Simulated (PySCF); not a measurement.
CH11NOSi3, SMILES C(N[SiH3])[Si@H]([SiH3])O.

Geometry optimised at B3LYP-D3(BJ)/def2-SVP. The structure was generated by enumeration; whether it is a known compound was not checked. Other conformers were not sampled.

All values below come from PySCF with ωB97X/def2-TZVP.

Isolated molecule, no solvent.

```json
{
  "total_energy": "-1043.26937 hartree",
  "highest_occupied_level": "-9.06 eV",
  "lowest_empty_level": "1.52 eV",
  "orbital_gap": "10.58 eV",
  "dipole_moment": "1.74 D",
  "quadrupole, principal values (traceless, Buckingham form, about the centre of nuclear charge)": "-5.38, -2.82, 8.20 D·Å"
}
```
